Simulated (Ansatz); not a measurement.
## Worked example: a bond strength in SiH4O4 (orthosilicic acid)

SiH4O4 has 9 atoms, charge 0, and is taken as a singlet. As SMILES, `O[Si](O)(O)O`. The shape was relaxed beforehand at B3LYP/def2-SVP. This is one conformer, not always the lowest.

| atom | x (Å) | y (Å) | z (Å) |
| --- | --- | --- | --- |
| O | -0.9818 | 0.7892 | -1.0702 |
| Si | 0.0000 | 0.0000 | 0.0000 |
| O | 1.5475 | 0.4390 | -0.3801 |
| O | -0.0411 | -1.6513 | -0.0589 |
| O | -0.5247 | 0.4231 | 1.5092 |
| H | -0.6182 | 0.9152 | -1.9545 |
| H | 2.2373 | -0.1665 | -0.0838 |
| H | -0.7505 | -2.0688 | 0.4437 |
| H | -0.8686 | 1.3201 | 1.5946 |

Wanted: the dissociation energy of the H9–O5 bond into doublet H and doublet SiH3O4 (shapes relaxed at B3LYP/def2-SVP, no zero-point term). 1 Eh = 2625.50 kJ/mol = 27.2114 eV. Totals in Eh; open shells run unrestricted unless said.

| level | program | SiH4O4 | doublet H | doublet SiH3O4 |
| --- | --- | --- | --- | --- |
| B3LYP/def2-SVP | Ansatz | -592.676280 | -0.501259 | -591.980989 |
| CAM-B3LYP/def2-SVP | Ansatz | -592.574581 | -0.497895 | -591.879161 |
| MP2/def2-SVP, 9 core orbitals frozen | Ansatz | -591.424765 | -590.724672 | -0.499278 |

Work out the dissociation energy at each level.


1. B3LYP/def2-SVP: (-0.501259) + (-591.980989) − (-592.676280) = 0.194032 Eh = 509.4 kJ/mol = 5.28 eV.
2. CAM-B3LYP/def2-SVP: (-0.497895) + (-591.879161) − (-592.574581) = 0.197525 Eh = 518.6 kJ/mol = 5.37 eV.
3. MP2/def2-SVP: (-590.724672) + (-0.499278) − (-591.424765) = 0.200815 Eh = 527.2 kJ/mol = 5.46 eV.

The levels span 509 to 527 kJ/mol; no measured value is set beside them. A bond enthalpy at 298 K also holds the loss of zero-point energy and thermal terms.
